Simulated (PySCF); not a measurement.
O²⁺ (oxygen, charge +2) across methods

[He] 2s2 2p1 3s1, high-spin 3P determinant (an excited configuration). All numbers are calculated (PySCF 2.14, the non-relativistic Hamiltonian (point nucleus), in aug-cc-pV5Z (7s6p5d4f3g2h, 127 functions)).

| method | E (hartree) | mean ε 2s β (eV) | mean ε 2p α (eV) | mean ε 3s α (eV) | Σ⟨r²⟩ (bohr²) | ⟨S²⟩ |
| --- | --- | --- | --- | --- | --- | --- |
| UHF | -71.88453 | -74.942 | -67.620 | -21.374 | 13.30 | 2.003 |
| r2SCAN | -72.0084 | -67.553 | -57.350 | -18.850 | 13.02 | 2.002 |
| PBE0 | -71.9893 | -69.354 | -59.078 | -19.581 | 12.94 | 2.001 |
| PBE | -71.9798 | -67.034 | -56.081 | -18.832 | 12.88 | 2.001 |
| LDA | -71.4799 | -66.800 | -55.754 | -18.787 | 12.91 | 2.000 |
| TPSSh | -72.0659 | -68.254 | -57.961 | -19.107 | 12.90 | 2.002 |
| TPSS | -72.0710 | -67.367 | -56.827 | -18.814 | 12.88 | 2.001 |

**Question.** Estimate the same row for LC-wPBE.

**Answer.** E (hartree) = -71.9952; mean ε 2s β (eV) = -72.501; mean ε 2p α (eV) = -61.696; mean ε 3s α (eV) = -21.802; Σ⟨r²⟩ (bohr²) = 12.93; ⟨S²⟩ = 2.001.

The outer electron is Rydberg-like, and this basis confines it to a smaller radius and binds it less than a complete one would.
